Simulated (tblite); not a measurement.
Compound: C6H7BN2.
Numbering: `[CH:1]#[C:2][C:3]#[C:4][C@H:5]1[CH2:6][NH:7][BH:8][NH:9]1` (hydrogens: H10 on C1; H11 on C5; H12, H13 on C6; H14 on N7; H15 on B8; H16 on N9)

Computed with GFN2-xTB (tblite), gas phase: L-BFGS steps from a force-field or distance-geometry start until the largest atomic force falls under 0.01 eV/Å.

Geometry at step 16:
```
atom  x, y, z in Å
C1      4.2265    0.6356    1.2615
C2      3.1261    0.5630    0.7764
C3      1.8981    0.4790    0.2083
C4      0.8106    0.4813   -0.3137
C5     -0.4442    0.2068   -0.9939
C6     -0.9202   -1.2133   -0.6300
N7     -1.6696   -0.9796    0.5867
B8     -2.1869    0.3281    0.5619
N9     -1.5459    1.0121   -0.4903
H10     5.1802    0.7120    1.6906
H11    -0.3001    0.3164   -2.0690
H12    -0.0905   -1.9015   -0.5065
H13    -1.6117   -1.5946   -1.3933
H14    -1.8656   -1.7689    1.1773
H15    -3.0061    0.7615    1.2676
H16    -1.6084    1.9712   -0.7863
```

Problem. Give the atomic forces at this geometry.

Solution. 
```json
{"atom": "C1", "Fx (eV/Å)": "-0.013", "Fy (eV/Å)": "0.016", "Fz (eV/Å)": "0.009"}
{"atom": "C2", "Fx (eV/Å)": "0.161", "Fy (eV/Å)": "0.100", "Fz (eV/Å)": "0.116"}
{"atom": "C3", "Fx (eV/Å)": "0.048", "Fy (eV/Å)": "0.066", "Fz (eV/Å)": "0.025"}
{"atom": "C4", "Fx (eV/Å)": "0.014", "Fy (eV/Å)": "-0.193", "Fz (eV/Å)": "-0.247"}
{"atom": "C5", "Fx (eV/Å)": "-0.306", "Fy (eV/Å)": "-0.033", "Fz (eV/Å)": "0.020"}
{"atom": "C6", "Fx (eV/Å)": "-0.046", "Fy (eV/Å)": "0.045", "Fz (eV/Å)": "0.191"}
{"atom": "N7", "Fx (eV/Å)": "-0.065", "Fy (eV/Å)": "0.045", "Fz (eV/Å)": "0.029"}
{"atom": "B8", "Fx (eV/Å)": "-0.097", "Fy (eV/Å)": "0.069", "Fz (eV/Å)": "0.181"}
{"atom": "N9", "Fx (eV/Å)": "-0.014", "Fy (eV/Å)": "0.008", "Fz (eV/Å)": "0.057"}
{"atom": "H10", "Fx (eV/Å)": "-0.011", "Fy (eV/Å)": "-0.028", "Fz (eV/Å)": "-0.006"}
{"atom": "H11", "Fx (eV/Å)": "0.010", "Fy (eV/Å)": "0.088", "Fz (eV/Å)": "-0.250"}
{"atom": "H12", "Fx (eV/Å)": "0.165", "Fy (eV/Å)": "-0.176", "Fz (eV/Å)": "0.073"}
{"atom": "H13", "Fx (eV/Å)": "0.160", "Fy (eV/Å)": "-0.063", "Fz (eV/Å)": "-0.240"}
{"atom": "H14", "Fx (eV/Å)": "-0.103", "Fy (eV/Å)": "0.095", "Fz (eV/Å)": "-0.088"}
{"atom": "H15", "Fx (eV/Å)": "0.031", "Fy (eV/Å)": "0.023", "Fz (eV/Å)": "0.019"}
{"atom": "H16", "Fx (eV/Å)": "0.066", "Fy (eV/Å)": "-0.062", "Fz (eV/Å)": "0.112"}
```

The largest, 0.31 eV/Å, acts on C4 (C5 within 3 % of it); the rms over all components is 0.114 eV/Å. The forces sum to zero within rounding, as they must for an isolated molecule in no field.

Problem. Give the force on C4 in Eh/bohr and in nN.

Solution. 0.314 eV/Å ÷ 51.422 = 0.00610 Eh/bohr, and 0.314 eV/Å × 1.602 = 0.50 nN.

Problem. How far is this geometry from the end of the optimisation?

Solution. 0.171 eV above it, and 0.422 Å rms away after alignment. The bonds farthest from their final lengths, with half the difference of the two atoms' forces along the bond (positive lengthens):

```
  bond  now (Å)  final (Å)  force along bond (eV/Å)
C6–H12    1.085      1.099                    +0.14
C5–H11    1.090      1.103                    +0.16
 C5–C6    1.541      1.553                    -0.06
 B8–N9    1.409      1.403                    +0.05
 N7–B8    1.407      1.401                    +0.02
 C2–C3    1.356      1.359                    +0.07
```

The angle farthest from its final value is C3–C4–C5, 168.7° against 176.7°.

Of the 3 listed bonds off by 0.010 Å or more, this force points towards the final length in 2.

The cost below is that of the whole relaxation. The run took 0.55 s wall on an Arm Neoverse V2 with one thread (shared host).
